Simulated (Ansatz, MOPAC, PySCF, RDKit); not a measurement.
Torsion H3–Se1–Se2–H4 in H2Se2 (SMILES [SeH][SeH]); at each angle all else is relaxed with GFN2-xTB, and the levels are single points there.
Geometry at 90° (charge 0, multiplicity 1):
```tsv
atom	x (Å)	y (Å)	z (Å)
Se	-1.0777	0.6753	0.3609
Se	1.0734	0.5155	-0.3694
H	-1.6060	-0.4878	-0.3420
H	0.9313	1.3360	-1.5663
```

On the grid 0° to 330°, 0° is the highest and 90° the lowest point at CCSD(T)/CBS(cc-pVTZ, cc-pVQZ).

Correlated levels freeze the cores. Filled d and f shells under p-block atoms count as core. CBS: X⁻³ extrapolation of the correlation energy, Hartree–Fock from the larger set. The state that PM7 reach isn't checked; PM7 holds dispersion and hydrogen-bond terms.

Codes used: Ansatz (a first-principles code) with Gaussian orbitals; MOPAC for PM7 (differences of heats of formation); PySCF for the dispersion terms; RDKit for the force fields. 

```tsv
level	energy at 0° less that at 90° (kcal/mol)
UFF	5.12
PM7	0.94
SVWN5/def2-TZVPP	6.98
PBE/def2-TZVPP	6.53
BLYP/def2-TZVPP	___
PBE0-D3(BJ)/def2-TZVPP	6.72
wB97X-V/def2-TZVPP	6.61
SCS-MP2/cc-pVTZ	6.27
CCSD(T)/CBS(cc-pVTZ, cc-pVQZ)	6.29
```

Task: Some entries are withheld; supply them.

Result: 
- BLYP/def2-TZVPP, energy at 0° less that at 90° (kcal/mol): 5.91
